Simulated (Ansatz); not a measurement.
The same molecule with X = Si, Ge, Sn. Ansatz, PBE0-D4/def2-TZVP geometries, multiplicity 1. Each molecule was computed in one conformer, which needn't be the lowest.

Elements past krypton have def2 core potentials. Scalar relativity is left out up to krypton.

| X | molecule | mean X–F bond length / Å | mean X–O bond length / Å | HOMO–LUMO gap (PBE/def2-TZVPP) / eV | LUMO energy (PBE/def2-TZVPP) / eV | HOMO–LUMO gap (B3LYP/def2-TZVPP) / eV |
| --- | --- | --- | --- | --- | --- | --- |
| Si | `O[Si](O)(F)F` | 1.583 | 1.609 | 7.67 | -0.63 | 9.75 |
| Sn | `[OH][Sn]([OH])([F])[F]` | 1.899 | 1.922 | 4.74 | -3.48 | 6.89 |

(1) Give the row for X = Ge, `[OH][Ge]([OH])([F])[F]`. (An estimate is asked.)

Results:

(1) Computed: 
| X | molecule | mean X–F bond length / Å | mean X–O bond length / Å | HOMO–LUMO gap (PBE/def2-TZVPP) / eV | LUMO energy (PBE/def2-TZVPP) / eV | HOMO–LUMO gap (B3LYP/def2-TZVPP) / eV |
| --- | --- | --- | --- | --- | --- | --- |
| Ge | `[OH][Ge]([OH])([F])[F]` | 1.716 | 1.732 | 6.46 | -1.89 | 8.68 |

From Si to Sn the mean X–F bond length rises at each step, by 0.316 Å in all; the mean X–O bond length rises at each step, by 0.313 Å in all; the HOMO–LUMO gap (PBE/def2-TZVPP) falls at each step, by 2.93 eV in all; the LUMO energy (PBE/def2-TZVPP) falls at each step, by 2.85 eV in all; the HOMO–LUMO gap (B3LYP/def2-TZVPP) falls at each step, by 2.86 eV in all. Bonds lengthen as the atom grows down the group.

B3LYP here is the variant with VWN-RPA as its local correlation; programs differ in this.
